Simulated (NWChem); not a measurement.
Molecule: ZnSiH₃OF; SMILES [SiH3][O][Zn][F]

```xyz
7

Zn     0.0745    -0.8465     0.0001
F     -0.2516    -2.5467    -0.0002
O      0.4910     0.8560    -0.0003
Si    -0.1909     2.3528     0.0000
H     -1.0501     2.5711    -1.2103
H      0.8836     3.3902     0.0057
H     -1.0587     2.5668     1.2049
```
Atoms are numbered in this order, from 1.

Computed with NWChem. The geometry was optimised at PBE0/def2-SVP. Ions are spin-unrestricted doublets at the neutral geometry; other ion states weren't tried.

For level CAM-B3LYP/def2-SVP:

```
Item           Value
-------------  -----
−ε(HOMO) (eV)   9.74
```

Problem. What are these values for level PBE/def2-SVP?

Solution. The −ε(HOMO) (eV) is 6.80.
